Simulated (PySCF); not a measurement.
FH5SSi2.

```xyz
9

Si    -1.7665     0.2759    -0.0982
S     -0.0997    -0.7759    -0.9659
Si     1.4061     0.2447     0.1203
F      0.9857     0.2695     1.6947
H     -2.1834    -0.3521     1.1816
H     -1.3726     1.6925     0.1386
H     -2.8768     0.2057    -1.0838
H      1.5296     1.6607    -0.3024
H      2.6735    -0.5059    -0.0410
```

Geometry: ωB97X-D3(BJ)/def2-SVP. The structure was generated by enumeration, and PubChem lists no compound with its InChIKey, so it may never have been made. One conformer was computed; it need not be the lowest.

The numbers are results of PBE/pcSseg-1 (PySCF), not measurements. Non-relativistic, no solvent.

Computed absolute GIAO shielding of each atom: isotropic value and principal components (ppm):
| atom | σ(iso) | σ11 | σ22 | σ33 | span |
|---|---|---|---|---|---|
| Si1 | 387.4 | 343.4 | 376.6 | 442.2 | 98.8 |
| S2 | 743.6 | 590.3 | 804.8 | 835.7 | 245.4 |
| Si3 | 322.9 | 269.7 | 326.3 | 372.6 | 102.8 |
| F4 | 346.7 | 298.5 | 335.3 | 406.2 | 107.7 |
| H5 | 26.4 | 22.5 | 24.5 | 32.3 | 9.8 |
| H6 | 26.4 | 23.3 | 24.8 | 31.2 | 8.0 |
| H7 | 26.4 | 22.7 | 24.2 | 32.3 | 9.5 |
| H8 | 25.5 | 21.7 | 24.0 | 30.8 | 9.1 |
| H9 | 25.5 | 21.7 | 23.2 | 31.5 | 9.9 |
